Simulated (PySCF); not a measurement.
Working out the ionisation energy of O⁺

O⁺ [He] 2s2 2p3 (4S) → O²⁺ [He] 2s2 2p2 (3P). Computed with PySCF 2.14 in cc-pVDZ-DK, with scalar relativity by spin-free X2C-1e. Frozen: 1s2. Energies in hartree (1 hartree = 27.21139 eV):

```
            part  O⁺ (lower)  O²⁺ (upper)
             UHF  -74.404853   -73.133825
CCSD correlation   -0.084815    -0.077790
             (T)   -0.000527    -0.000599
```

Question: What does Hartree-Fock give?

Answer: (-73.133825) − (-74.404853) = 1.271028 hartree = 34.586 eV.

Question: What do CCSD and CCSD(T) give?

Answer: The CCSD correlation energies differ by 0.007025 hartree = 0.191 eV and the triples by -0.000072 hartree = -0.002 eV, so CCSD gives 34.777 eV and CCSD(T) 34.775 eV.

Reference: 35.121 eV (measured; NIST Atomic Spectra Database, ionization energies), between the lowest levels; spin-orbit coupling is absent from the calculation.

A double-zeta basis recovers only part of the correlation energy.

What remains against the reference includes basis incompleteness, the frozen core and higher excitations.
